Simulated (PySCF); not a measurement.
Computed shifts of a molecule C₂H₅FO₂Si, HF/pcSseg-1 (PySCF), GIAO, gas phase, atoms alike by connectivity averaged where their shifts nearly agree, in ppm (number of nuclei): ¹³C: 172.3 (1), 0.6 (1). ²⁹Si: -5.1 (1). ¹⁹F: -138.7 (1). ¹H: 8.04 (1), 5.05 (1), 0.98 (3). References: ¹³C against TMS (σ = 192.6 ppm); ²⁹Si against TMS (σ = 393.8 ppm); ¹⁹F against CFCl3 (σ = 238.5 ppm); ¹⁷O against H2O (σ = 333.0 ppm); ¹H against TMS (σ = 31.99 ppm), references at their B3LYP-D3(BJ)/def2-TZVP geometries, non-relativistic. The structure is a stationary point at B3LYP-D3(BJ)/def2-SVP. The values are those of a single conformer.

Q: Which structure fits?
A) C[Si]1(F)OCO1
B) O=C[Si@@H](F)CO
C) C[Si@H](F)OC=O
D) FC1([SiH3])OCO1

A: C, C[Si@H](F)OC=O
